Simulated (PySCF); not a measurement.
SbF4, SMILES [F][Sb+]([F])([F])[F], charge +1.

The structure is a stationary point at r2SCAN-D4/def2-SVP. The multiplicity is an assumed one; other spin states were not compared. The isomer is the one that the SMILES or the coordinates give; other isomers of the formula were not compared. The def2 effective core potentials stand for the cores of Sb; spin–orbit coupling is left out.

All values below come from r2SCAN-D4/def2-SVP (PySCF).

Frequencies are harmonic and unscaled.

Modes within 1.5 cm⁻¹ of each other (mostly degenerate sets) share a row, with their intensities summed.

Computed normal modes with their intensities:
```
mode  ν (cm⁻¹)  IR (km/mol)  Raman (Å⁴/amu)  depolarisation  moving atoms (share of kinetic energy)
----  --------  -----------  --------------  --------------  --------------------------------------
1–2        139          0.0             3.5            0.75                                 F 100 %
3–5        184        107.4             4.7            0.75                         F 79 %, Sb 21 %
6          670          0.0            23.3            0.00                                 F 100 %
7–9        743        112.8            13.3            0.75                         F 82 %, Sb 18 %
```
